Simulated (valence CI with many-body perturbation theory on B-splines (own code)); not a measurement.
**Which ion has this spectrum?**

A relativistic CI+MBPT calculation for an atom or ion with 24 electrons gives these levels (cm⁻¹):

| J | Parity | E | g |
| --- | --- | --- | --- |
| 4 | even | 0.0 | 1.40 |
| 2 | even | 34168 | 1.41 |
| 3 | even | 56780 | 1.45 |
| 0 | even | 70859 |  |
| 1 | even | 75901 | 1.44 |
| 4 | even | 95097 | 1.09 |
| 6 | even | 123199 | 1.13 |
| 5 | even | 123465 | 1.12 |
| 2 | even | 142722 | 1.16 |
| 3 | even | 148217 | 1.01 |
| 2 | even | 153845 | 1.10 |
| 4 | even | 186214 | 0.99 |
| 0 | even | 186780 |  |
| 1 | even | 196594 | 0.82 |

The energies are calculated, and their last digits are not significant.

(1) Which is it?
A. Sn26+
B. Sb27+
C. I29+
D. Xe30+

## Answers

(1) B. Sb27+, ground level (3d3/2^4 3d5/2^2) J=4.
